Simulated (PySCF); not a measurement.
Estimate the missing entries of this data sheet.

Compound: C4H7N3O2Si.
InChI=1S/C4H7N3O2Si/c1-9-4(8)3-2-5-7(10)6-3/h2H,1,10H3

Conformer (atom-mapped SMILES and torsion angles): `[CH3:1][O:2][C:3](=[O:4])[c:5]1[cH:6][n:7][n:8]([SiH3:9])[n:10]1`: C1–O2–C3–O4 0°, O2–C3–C5–C6 179°.

| property | level | value |
| --- | --- | --- |
| point group | PBE0-D3(BJ)/def2-SVP | Cs |
| rotational constants A, B, C | PBE0-D3(BJ)/def2-SVP | ? |
| dipole moment | CAM-B3LYP/def2-SVPD | 2.30 D |
| HOMO energy | CAM-B3LYP/def2-SVPD | -9.48 eV |
| LUMO energy | CAM-B3LYP/def2-SVPD | ? |
| lowest singlet excitation | TDDFT CAM-B3LYP/def2-SVPD | 5.44 eV (228 nm, f = 0.000) |
| strongest line among the 10 lowest singlet transitions | TDDFT CAM-B3LYP/def2-SVPD | S3 at 6.12 eV (203 nm, f = 0.372) |
| lowest triplet excitation (Tamm–Dancoff) | TDA CAM-B3LYP/def2-SVPD | 4.56 eV |
| static isotropic polarisability | CAM-B3LYP/def2-SVPD | ? |
| vertical ionisation energy | ΔSCF CAM-B3LYP/def2-SVPD | 10.09 eV |
| electronic spatial extent ⟨r²⟩ about the centre of nuclear charge | CAM-B3LYP/def2-SVPD | 2151 bohr² |
| 13C chemical shifts (computed TMS as zero) by class | GIAO B3LYP/pcSseg-1 | 166.8 (1 C), 149.2 (1 C), 145.2 (1 C), 52.7 (1 C) ppm |
| 1H chemical shifts (computed TMS as zero) by class | GIAO B3LYP/pcSseg-1 | 8.15 (1 H), 5.10 (3 H), 3.90 (3 H) ppm |
| isotropic shieldings of nuclei other than C and H, by class | GIAO B3LYP/pcSseg-1 | ? |

Gas-phase values; electronic properties from PySCF, density fitting. The structure is a single PBE0-D3(BJ)/def2-SVP conformer in the gas phase; no vibrational or solvent corrections. NMR classes are plain means over equivalent atoms (diastereotopic ones count apart unless rotation or inversion swaps them), as if these changed places fast; in this geometry the members of some classes differ.

(1) Give the rotational constants A, B, C.

(2) Give the isotropic shieldings of nuclei other than C and H, by class.

(3) Give the LUMO energy.

(4) What is the static isotropic polarisability?

Answers

(1) 2.944, 0.596, 0.500 GHz.

(2) -128 (1 N), -127 (1 N), -20 (1 N), -93 (1 O), 145 (1 O), 381 (1 Si) ppm.

(3) -0.26 eV.

(4) 101.5 au.

The 10 singlets span 5.44 to 7.85 eV, and their oscillator strengths add up to 0.67. With B = h/(8π²I), that is 505.379 GHz u Å² over I, the principal moments of inertia are 171.6, 848.2 and 1010.6 u Å² (most abundant isotopes); the inertial defect Ic − Ia − Ib is -9.2 u Å² (zero for a rigid planar frame, negative otherwise). The vertical singlet–triplet gap S1 − T1 is 0.88 eV (TDDFT singlet less Tamm–Dancoff triplet; S1: HOMO−1→LUMO, weight 0.80; T1: HOMO→LUMO, weight 0.63). The ΔSCF ionisation energy exceeds −ε(HOMO) by 0.61 eV with CAM-B3LYP. No computed singlet falls in the visible range (750 to 380 nm, 1.65 to 3.26 eV); S1 lies 2.18 eV above its blue end. The dipole equals about 7.7 × 10⁻³⁰ C·m (1 D = 3.33564 × 10⁻³⁰ C·m).
